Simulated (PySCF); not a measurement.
Computed shifts of a molecule CH9NSi2, PySCF with PBE0/pcSseg-1, GIAO, gas phase, atoms alike by connectivity averaged where their shifts nearly agree, in ppm (number of nuclei): ¹³C: 1.6 (1). ²⁹Si: -20.4 (1), -109.7 (1). ¹⁵N: 11.9 (1). ¹H: 5.29 (1), 3.56 (3), 0.71 (3), 0.22 (1), -0.18 (1). References: ¹³C against TMS (σ = 186.3 ppm); ²⁹Si against TMS (σ = 352.7 ppm); ¹⁵N against NH3 (σ = 267.4 ppm); ¹H against TMS (σ = 31.56 ppm), references at their B3LYP-D3(BJ)/def2-TZVP geometries, non-relativistic. Geometry optimised at PBE0-D3(BJ)/def2-SVP. Other conformers were not sampled.

Question: Which structure fits?
(A) C[SiH2]N[SiH3]
(B) C[Si@@H](N)[SiH3]
(C) CN[SiH2][SiH3]
(D) N[SiH2]C[SiH3]

Answer: B, C[Si@@H](N)[SiH3]
